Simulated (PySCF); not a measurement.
C₆ coefficients of unlike pairs at UHF

Calculated with PySCF 2.14 from the dipole response of each species, C₆(A,B) = (3/π) ∫ α_A(iu) α_B(iu) du, in atomic units, from isotropic polarisabilities. For ions this is the dispersion term alone; charge-induced terms of lower order in 1/R come first.

| species | configuration | basis | relativity | α (bohr³) | C₆ (like pair) |
| --- | --- | --- | --- | --- | --- |
| Ca | [Ar] 4s2 (1S) | aug-cc-pVQZ-X2C (8s7p5d3f2g) | spin-free X2C | 182.7 | 2711 |
| Sc²⁺ | [Ar] 3d1 (2D) | aug-cc-pVDZ (7s6p4d2f) | none | 4.203 | 11.96 |
| N | [He] 2s2 2p3 (4S) | dyall-acv3z (15s9p4d2f) | spin-free X2C | 7.112 | 23.12 |
| Pb⁺ | [Xe] 4f14 5d10 6s2 6p1 (2P) | aug-cc-pVQZ-PP with ECP60MDF (7s7p5d3f2g) | core potential | 28.77 | 250.4 |

Estimate C₆ for Pb⁺ with Sc²⁺.

The integral gives 51.43. The combination rule 2 C_A C_B / (C_A α_B/α_A + C_B α_A/α_B) gives 50.56 and the geometric mean 54.72.

No spin-orbit coupling is included.

The other pairs:

| pair | C₆ |
| --- | --- |
| Pb⁺, N | 75.07 |
| Sc²⁺, Ca | 114.7 |
| N, Ca | 184.1 |
| N, Sc²⁺ | 16.23 |
| Pb⁺, Ca | 678.5 |
